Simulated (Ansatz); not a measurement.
`[OH][Al-]1([OH])[O]C(C(F)(F)F)=CC(C(F)(F)F)=[O+]1` and `FC(F)(F)C1=CC(C(F)(F)F)=[O+][B-](Cl)(Cl)O1` differ in one atom or group.

Ansatz, PBE0-D4/def2-TZVP geometries, multiplicity 1. Each molecule was computed in one conformer, which needn't be the lowest.

```tsv
property	`[OH][Al-]1([OH])[O]C(C(F)(F)F)=CC(C(F)(F)F)=[O+]1`
HOMO energy (PBE0/def2-TZVPP) / eV	-8.71
HOMO energy (B3LYP/def2-TZVPP) / eV	-8.43
HOMO–LUMO gap (PBE/def2-TZVPP) / eV	2.78
HOMO energy (ωB97M-V/def2-TZVPP) / eV	-10.87
HOMO–LUMO gap (PBE0/def2-TZVPP) / eV	5.19
LUMO energy (B3LYP/def2-TZVPP) / eV	-3.73
```

Question: Give the same properties after the change, and the shifts. (Best estimate.)

Answer: Computed: 
```
                             property  `FC(F)(F)C1=CC(C(F)(F)F)=[O+][B-](Cl)(Cl)O1`  shift
   HOMO energy (PBE0/def2-TZVPP) / eV                                         -8.48   0.23
  HOMO energy (B3LYP/def2-TZVPP) / eV                                         -8.21   0.22
  HOMO–LUMO gap (PBE/def2-TZVPP) / eV                                          2.32  -0.46
HOMO energy (ωB97M-V/def2-TZVPP) / eV                                        -10.72   0.15
 HOMO–LUMO gap (PBE0/def2-TZVPP) / eV                                          4.38  -0.81
  LUMO energy (B3LYP/def2-TZVPP) / eV                                         -4.30  -0.57
```

With PBE0 the HOMO rises by 0.23 eV and the LUMO falls by 0.59 eV, so the gap narrows by about 0.82 eV. PBE moves the HOMO by -0.08 eV and ωB97M-V by 0.15 eV.

B3LYP here is the variant with VWN-RPA as its local correlation; programs differ in this.
